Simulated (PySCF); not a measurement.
SMILES S(O)(=O)([O])=O (HO4S), doublet, CAM-B3LYP/def2-SVP optimised geometry. Atoms within 1.6 Å of the plane z = 0.0 Å (x, y, z in Å): O1 (-1.08, 0.97, 0.00), S2 (-0.35, -0.34, 0.00), O3 (-1.08, -0.97, -1.14), O4 (1.08, -0.34, 0.00), O5 (-0.78, -1.12, 1.32), H6 (-1.75, -1.16, 1.39).

Method: PySCF with unrestricted CAM-B3LYP/def2-TZVP. Cells within 0.4 Å of a nucleus heavier than hydrogen are left out (blank, or x).

Map of the electrostatic potential (hartree/e), clipped to [-0.08, 0.12] on the plane z = 0.0 Å:

```
|22111111111111111111111111111|
|22111111111111111111111111111|
|22111111111111111111111111111|
|21111111111111111111111111111|
|21111111111111111111111111111|
|21111111111111111111111111111|
|22111111244322111111111111111|
|22111124899963222211111111111|
|22111139999997432211100011111|
|222112599xx999754321000000111|
|222222799xxx99986421000000011|
|222223799xxx99999642100000001|
|33223369999999999999510000001|
|33333469999999999999961000000|
|333445799999xx9999xx993000000|
|334456899999xxx99xxx995000000|
|344556999999xxx99xxx994000000|
|44455789999999999999992000000|
|44455689999999999999941000000|
|44455678999999999996310000001|
|44455567899999999632100000011|
|44445555679999996421000000011|
|34444444556677764321100001111|
|34444444444455443221111111111|
|33344443333333333221111111111|
|33333333333333332221111111111|
|33333333333332222222111111111|
|33333333332222222222111111111|
|33333333322222222222211111111|
```
Scale: ten equal steps from -0.034 (start of '0') to 0.120 (end of '9'), in the order '0123456789'; x runs from -3.50 to 3.50, y from -3.50 (bottom) to 3.50 (top).
